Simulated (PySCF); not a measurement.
Finite-field polarisability of Br (bromine, neutral)

[Ar] 3d10 4s2 4p5, 2P determinant. All numbers are calculated (PySCF 2.14, scalar relativity through the core potential, in aug-cc-pVTZ-PP with ECP10MDF (6s5p4d2f, 55 functions)). Frozen: 3s2 3p6 3d10. Energy changes in a uniform field (μhartree):

| axis | F (au) | HF | MP2 | CCSD | CCSD(T) |
| --- | --- | --- | --- | --- | --- |
| x | 0.0033 | -100.124 | -102.688 | -102.546 | -103.055 |
| x | 0.0066 | -400.572 | -410.846 | -410.281 | -412.318 |
| y | 0.0031 | -100.778 | -104.100 | -103.874 | -104.623 |
| y | 0.0062 | -403.277 | -416.593 | -415.686 | -418.689 |

By symmetry the remaining axis equals y.

Task: Derive α along x at CCSD(T) from the two fields.

Result: With ΔE = −αF²/2 − γF⁴/24, α = −(16 ΔE(F) − ΔE(2F))/(6F²) = 18.93 bohr³.

Task: And the mean polarisability at each level?

Result: The components xx, yy, zz at CCSD(T) are 18.93, 21.77, 21.77, the third axis being equal by symmetry to one of the two computed. Means: HF 20.11, MP2 20.73, CCSD 20.69, CCSD(T) 20.82 bohr³. Reference: 21 ± 1 bohr³ (recommended; Schwerdtfeger and Nagle, table of static dipole polarizabilities (2023 update)).
